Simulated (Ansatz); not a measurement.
Total energies of Zr(NH2)Cl3 (ZrNCl3H2) from Ansatz at PBE0-D4/def2-TZVP, gas phase (1 Eh = 27.2114 eV = 2625.5 kJ/mol). The reference geometry is relaxed at PBE-D4/def2-SVP.

```
                 state                    geometry  energy (Eh)
      charge 0 singlet                   reference  -1483.44449
      charge 1 doublet                   reference  -1483.06871
      charge 1 doublet  relaxed at PBE-D4/def2-SVP  -1483.08711
free Zr atom (triplet)                           –    -46.88229
 free N atom (quartet)                           –    -54.54382
 free H atom (doublet)                           –     -0.50104
free Cl atom (doublet)                           –   -459.99739
```

In the def2 sets Zr takes a core potential; there is no spin–orbit coupling.

Problem. Work out the vertical ionisation energy to the doublet.

Solution. E(charge 1 doublet) − E(charge 0 singlet) = -1483.06871 − (-1483.44449) = 0.37578 Eh = 10.23 eV. For comparison, −ε of the highest occupied level is 8.40 eV at this level, 1.83 eV less.

Problem. How much does the charge 1 doublet relax, and what is the adiabatic ionisation energy?

Solution. Relaxation: -1483.06871 − (-1483.08711) = 0.01840 Eh = 0.50 eV. Adiabatic ionisation energy: 0.35738 Eh = 9.72 eV, without zero-point energy. 

Problem. What is the binding energy per atom against free atoms?

Solution. Atoms: 1 × (-46.88229) + 1 × (-54.54382) + 2 × (-0.50104) + 3 × (-459.99739) = -1482.42036 Eh. Binding: -1482.42036 − (-1483.44449) = 1.02413 Eh = 27.87 eV, or 3.98 eV for each of 7 atoms (no zero-point energy, no counterpoise term).
